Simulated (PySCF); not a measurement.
Be(H)(OH) (BeH₂O), SMILES [OH][BeH].

The structure is a stationary point at B3LYP-D3(BJ)/def2-TZVPD.

Method: B3LYP-D3(BJ)/def2-TZVPD in PySCF.

No scaling factor is applied to the harmonic values.

Computed normal modes with their intensities:
```csv
mode,ν (cm⁻¹),IR (km/mol),Raman (Å⁴/amu),depolarisation,moving atoms (share of kinetic energy)
1,312,152.7,0.6,0.73,"H 87 %, O 12 %"
2,565,220.7,0.6,0.43,"H 67 %, Be 29 %"
3,568,172.7,0.2,0.75,"H 70 %, Be 27 %"
4,1220,83.6,22.1,0.05,"Be 50 %, O 33 %, H 17 %"
5,2180,178.7,120.1,0.04,"H 83 %, Be 16 %"
6,4013,157.3,77.4,0.17,H 94 %
```
